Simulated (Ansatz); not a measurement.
Geometry optimisation, RKS PBE/6-31G (Ansatz).

Input file:

```yaml
crystal:
  periodic: [false, false, false]
  atoms:
    - { symbol: C, position_ang: [1.2652, -0.9, -1.7095] }
    - { symbol: Si, position_ang: [1.2045, -0.6459, 0.1326] }
    - { symbol: B, position_ang: [-0.4969, 0.1789, 0.6814] }
    - { symbol: C, position_ang: [-1.3845, -0.5984, 1.6508] }
    - { symbol: B, position_ang: [-0.8473, 1.7074, 0.1763] }
    - { symbol: O, position_ang: [0.0627, 2.4846, -0.6633] }
    - { symbol: H, position_ang: [2.1846, -1.3522, -2.0263] }
    - { symbol: H, position_ang: [1.1878, 0.1551, -2.2169] }
    - { symbol: H, position_ang: [0.3546, -1.4607, -1.9839] }
    - { symbol: H, position_ang: [2.3354, 0.2146, 0.56] }
    - { symbol: H, position_ang: [1.3356, -1.9615, 0.7898] }
    - { symbol: H, position_ang: [-1.53955, -0.12938, 2.63116] }
    - { symbol: H, position_ang: [-2.37108, -0.908, 1.19519] }
    - { symbol: H, position_ang: [-0.8983, -1.66728, 1.84306] }
    - { symbol: H, position_ang: [-1.8605, 2.1951, 0.558] }
    - { symbol: H, position_ang: [-0.2215, 2.2933, -1.5669] }
basis:
  gaussian: { orbitals: "6-31G" }
hamiltonian:
  xc: pbe
relax:
  f_tol: 0.015
  max_steps: 40
```

Launched with:

```bash
$ ansatz run input.yaml --threads 1 --pin off --max-ram 2048MiB --backend cpu --events-out ev --progress --plain --runs-dir out
```

Q: Where does it end, and by what steps?

A: It converged. The force dipped under the threshold on the way, but the program's further checks kept it going. Limits of this set-up: no polarisation functions. After 31 steps the energy has fallen by 1.863 eV; H15 moved furthest, 1.46 Å.

```json
{"step": "0", "energy less start (eV)": "0.0000", "largest force component (eV/Å)": "3.600", "accepted": "yes"}
{"step": "2", "energy less start (eV)": "-0.9420", "largest force component (eV/Å)": "1.753", "accepted": "yes"}
{"step": "4", "energy less start (eV)": "-1.4195", "largest force component (eV/Å)": "1.801", "accepted": "yes"}
{"step": "6", "energy less start (eV)": "-1.5077", "largest force component (eV/Å)": "1.036", "accepted": "no"}
{"step": "8", "energy less start (eV)": "-1.6762", "largest force component (eV/Å)": "0.148", "accepted": "yes"}
{"step": "10", "energy less start (eV)": "-1.7228", "largest force component (eV/Å)": "0.173", "accepted": "yes"}
{"step": "12", "energy less start (eV)": "-1.7793", "largest force component (eV/Å)": "0.747", "accepted": "yes"}
{"step": "14", "energy less start (eV)": "-1.8356", "largest force component (eV/Å)": "0.306", "accepted": "yes"}
{"step": "16", "energy less start (eV)": "-1.8550", "largest force component (eV/Å)": "0.249", "accepted": "yes"}
{"step": "18", "energy less start (eV)": "-1.8550", "largest force component (eV/Å)": "0.280", "accepted": "no"}
{"step": "20", "energy less start (eV)": "-1.8591", "largest force component (eV/Å)": "0.194", "accepted": "no"}
{"step": "22", "energy less start (eV)": "-1.8619", "largest force component (eV/Å)": "0.044", "accepted": "yes"}
{"step": "24", "energy less start (eV)": "-1.8622", "largest force component (eV/Å)": "0.106", "accepted": "yes"}
{"step": "26", "energy less start (eV)": "-1.8627", "largest force component (eV/Å)": "0.062", "accepted": "no"}
{"step": "28", "energy less start (eV)": "-1.8631", "largest force component (eV/Å)": "0.016", "accepted": "yes"}
{"step": "30", "energy less start (eV)": "-1.8632", "largest force component (eV/Å)": "0.014", "accepted": "yes"}
{"step": "31", "energy less start (eV)": "-1.8633", "largest force component (eV/Å)": "0.011", "accepted": "yes"}
```

```xyz
16
Properties=species:S:1:pos:R:3
C 1.438 -1.028 -1.649
Si 1.335 -0.637 0.249
B -0.520 0.155 0.658
C -1.562 -0.707 1.468
B -0.729 1.736 0.163
O -1.060 2.048 -1.158
H 2.459 -1.346 -1.916
H 1.175 -0.130 -2.232
H 0.737 -1.836 -1.917
H 2.461 0.335 0.583
H 1.627 -1.915 1.028
H -1.330 -0.505 2.541
H -2.619 -0.425 1.320
H -1.450 -1.799 1.346
H -0.531 2.653 0.945
H -1.122 3.006 -1.378
```

Time of the run: 3 min on 1 thread of Arm Neoverse V1, on a shared host, peak memory 0.15 GiB.
